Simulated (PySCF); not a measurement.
Species: C4H3N2O2 (charge -1).
Cartesian coordinates in Å at the PBE0-D3(BJ)/def2-SVP level; atoms count from 1:
```
atom  x, y, z in Å
O1     3.000   -0.743    0.119
C2     2.200    0.192    0.049
O3     2.390    1.429   -0.071
C4     0.694   -0.133    0.105
N5    -0.001   -1.254    0.226
C6    -1.311   -0.872    0.201
C7    -1.425    0.499    0.066
N8    -0.135    0.937    0.009
H9    -2.125   -1.597    0.282
H10   -2.286    1.162    0.009
H11    0.313    1.847   -0.085
```

Level of theory: PBE0-D3(BJ)/def2-SVP geometry optimisation, gas phase (PySCF 2.14.0).

Masses are those of the commonest isotopes; rigid-rotor values at the optimised geometry. 

**Question.** Give the principal moments of inertia and the rotational constants in MHz.

**Answer.** Ia = 93.60, Ib = 296.85, Ic = 390.45 u·Å²; 505379 MHz·u·Å²/I gives A = 5400, B = 1702, C = 1294 MHz.

**Question.** What kind of rotor is it?

**Answer.** An asymmetric top; Ray's κ = -0.801.

**Question.** What does the inertial defect say?

**Answer.** Planar: Δ = Ic − Ia − Ib = 0.00 u·Å². For a rigid frame Δ = −2 Σ m c², so it vanishes when all atoms lie in the ab plane; here none is more than 0.01 Å from it.

**Question.** List the rotational levels J(Ka,Kc) to J = 4 (cm⁻¹).

**Answer.** Above 0(0,0):
J = 1: 1(0,1) 0.1000, 1(1,1) 0.2233, 1(1,0) 0.2369
J = 2: 2(0,2) 0.2988, 2(1,2) 0.4096, 2(1,1) 0.4504, 2(2,1) 0.8204, 2(2,0) 0.8215
J = 3: 3(0,3) 0.5945, 3(1,3) 0.6884, 3(1,2) 0.7700, 3(2,2) 1.1203, 3(2,1) 1.1256, 3(3,1) 1.7716, 3(3,0) 1.7716
J = 4: 4(0,4) 0.9841, 4(1,4) 1.0591, 4(1,3) 1.1948, 4(2,3) 1.5193, 4(2,2) 1.5349, 4(3,2) 2.1734, 4(3,1) 2.1738, 4(4,1) 3.0825, 4(4,0) 3.0825
Those of J = 1 are B + C, A + C and A + B.

**Question.** Which types of transition are allowed, and where do some lines up to J = 4 fall?

**Answer.** The dipole components (about the centre of mass, as the species is charged) are |μa| = 6.62 D, |μb| = 2.98 D, |μc| = 0.00 D; the mirror of this Cs structure is the ab plane, so μc vanishes by symmetry and there are no c-type lines. The squared components, which scale the intensities, stand as 1.00 : 0.20 (a : b). Some lines, for components of 0.1 D or more:

| type | branch | J(Ka,Kc) | MHz | lower level (cm⁻¹) |
| --- | --- | --- | --- | --- |
| a | Q | 4(2,2) ← 4(2,3) | 467 | 1.519 |
| b | R | 2(0,2) ← 1(1,1) | 2265 | 0.223 |
| a | Q | 3(1,2) ← 3(1,3) | 2447 | 0.688 |
| a | Q | 4(1,3) ← 4(1,4) | 4070 | 1.059 |
| b | Q | 1(1,0) ← 1(0,1) | 4105 | 0.100 |
| b | R | 3(0,3) ← 2(1,2) | 5543 | 0.410 |
| b | R | 1(1,1) ← 0(0,0) | 6694 | 0.000 |
| b | R | 4(0,4) ← 3(1,3) | 8863 | 0.688 |
| b | Q | 3(2,1) ← 3(1,2) | 10658 | 0.770 |
| a | R | 4(1,4) ← 3(1,3) | 11112 | 0.688 |
| a | R | 4(2,3) ← 3(2,2) | 11962 | 1.120 |
| a | R | 4(3,2) ← 3(3,1) | 12047 | 1.772 |
| a | R | 4(3,1) ← 3(3,0) | 12056 | 1.772 |
| a | R | 4(2,2) ← 3(2,1) | 12271 | 1.126 |
| b | R | 2(2,0) ← 1(1,1) | 17933 | 0.223 |
| b | Q | 4(3,1) ← 4(2,2) | 19153 | 1.535 |
| b | R | 3(2,2) ← 2(1,1) | 20082 | 0.450 |
| b | R | 3(2,1) ← 2(1,2) | 21464 | 0.410 |
| b | R | 4(2,2) ← 3(1,3) | 25376 | 0.688 |
| b | Q | 4(4,1) ← 4(3,2) | 27254 | 2.173 |
| b | R | 3(3,1) ← 2(2,0) | 28483 | 0.821 |
| b | R | 4(3,2) ← 3(2,1) | 31413 | 1.126 |
| b | R | 4(3,1) ← 3(2,2) | 31582 | 1.120 |
| b | R | 4(4,1) ← 3(3,0) | 39299 | 1.772 |

**Question.** Estimate the classical rotational partition function at 50 K, 100 K and 200 K.

**Answer.** Point group Cs, symmetry number σ = 1; q = (√π/σ)·√((kT/h)³/(ABC)), k/h = 20836.6 MHz/K: 17300 at 50 K, 48900 at 100 K, 138000 at 200 K.

PBE0-D3(BJ)/def2-SVP frequencies: not computed here. The geometry's basis has no diffuse functions, a weakness for an anion. Zero-point vibration and centrifugal distortion are left out. Quadrupole hyperfine structure (14N) is left out.
